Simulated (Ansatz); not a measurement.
`FC1C[SiH2][SiH2]1`, relaxed with RKS PBE-D4/def2-SVP in Ansatz from a rough embedded geometry. The force threshold is 0.03 eV/Å; the program also tests the step.

Charge 0, multiplicity 1.

Start:

```xyz
12

F     1.238    1.660    0.251
C     1.129    0.395    0.014
C     0.331   -0.427    1.102
Si   -1.390   -0.048    0.315
Si   -0.135    0.055   -1.443
H     2.117   -0.021   -0.228
H     0.496   -0.110    2.079
H     0.564   -1.515    1.007
H    -1.886    1.258    0.889
H    -2.324   -1.184    0.502
H    -0.289    1.195   -2.363
H     0.151   -1.259   -2.126
```

| step | energy (eV) | largest force (eV/Å) | largest move (Å) |
| --- | --- | --- | --- |
| 1 | -20636.3403 | 3.637 | 0.000 |
| 2 | -20636.9569 | 1.818 | 0.195 |
| 3 | -20637.0344 | 0.692 | 0.051 |
| 4 | -20637.0516 | 0.178 | 0.043 |
| 5 (rejected) | -20637.0425 | 0.401 | 0.125 |
| 6 | -20637.0588 | 0.099 | 0.061 |
| 7 | -20637.0594 | 0.029 | 0.016 |

End:

```xyz
12

F     1.114    1.701    0.284
C     1.150    0.324   -0.027
C     0.356   -0.432    1.058
Si   -1.434   -0.061    0.422
Si   -0.098    0.090   -1.510
H     2.219    0.026   -0.113
H     0.639   -0.123    2.087
H     0.542   -1.524    0.967
H    -2.011    1.223    0.949
H    -2.444   -1.162    0.610
H    -0.119    1.184   -2.541
H     0.086   -1.247   -2.185
```

It took 9 s on 4 threads of a server CPU on a shared host, with 0.14 GiB of host memory at the peak.
